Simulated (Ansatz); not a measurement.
Geometry optimisation, RKS PBE0-D4/def2-SVP in Ansatz.

Input:

```yaml
crystal:
  periodic: [false, false, false]
  atoms:
    - { symbol: F, position_ang: [-1.4719, 2.2801, 0.1367] }
    - { symbol: C, position_ang: [-0.5539, 1.3875, 0.4295] }
    - { symbol: Si, position_ang: [-1.2344, -0.3202, 0.0553] }
    - { symbol: Se, position_ang: [0.4186, -1.8761, 0.6725] }
    - { symbol: P, position_ang: [1.6941, -1.3035, -1.0933] }
    - { symbol: H, position_ang: [-0.2893, 1.4823, 1.5045] }
    - { symbol: H, position_ang: [0.3795, 1.585, -0.1801] }
    - { symbol: H, position_ang: [-2.3951, -0.522, 0.8348] }
    - { symbol: H, position_ang: [-1.4956, -0.4288, -1.3233] }
    - { symbol: H, position_ang: [2.2596, -0.1498, -0.3601] }
    - { symbol: H, position_ang: [2.7538, -2.1916, -0.656] }
basis:
  gaussian: { orbitals: def2-SVP }
hamiltonian:
  xc: pbe0
  dispersion: d4
relax:
  f_tol: 0.015
  max_steps: 40
output:
  orbitals: {}
```

Run as:

```bash
$ ansatz run input.yaml --threads 2 --pin off --max-ram 3072MiB --backend cpu --events-out ev --progress --plain --runs-dir out
```

Problem. Where does it end, and by what steps?

Solution. It converged. The force dipped under the threshold on the way, but the program's further checks kept it going. After 15 steps the energy has fallen by 0.454 eV; H10 moved furthest, 1.15 Å.

```
step  energy less start (eV)  largest force component (eV/Å)  accepted
   0                  0.0000                           2.481       yes
   1                 -0.3058                           1.027       yes
   2                 -0.3707                           0.321       yes
   3                 -0.3972                           0.167       yes
   4                 -0.4138                           0.199       yes
   5                 -0.4313                           0.133       yes
   6                 -0.4423                           0.062       yes
   7                 -0.4386                           0.466        no
   8                 -0.4474                           0.045       yes
   9                 -0.4497                           0.116       yes
  10                 -0.4443                           0.383        no
  11                 -0.4524                           0.021       yes
  12                 -0.4533                           0.009       yes
  13                 -0.4536                           0.055       yes
  14                 -0.4537                           0.024       yes
  15                 -0.4538                           0.004       yes
```

```xyz
11
Properties=species:S:1:pos:R:3
F -1.725 2.325 -0.028
C -0.702 1.497 0.389
Si -1.197 -0.316 0.111
Se 0.509 -1.683 0.792
P 1.942 -0.969 -0.841
H -0.494 1.677 1.459
H 0.217 1.738 -0.174
H -2.366 -0.673 0.964
H -1.521 -0.534 -1.328
H 3.091 -0.859 -0.002
H 2.312 -2.261 -1.321
```

Time of the run: 83 s on 2 threads of Arm Neoverse V1, on a shared host, peak memory 0.34 GiB.
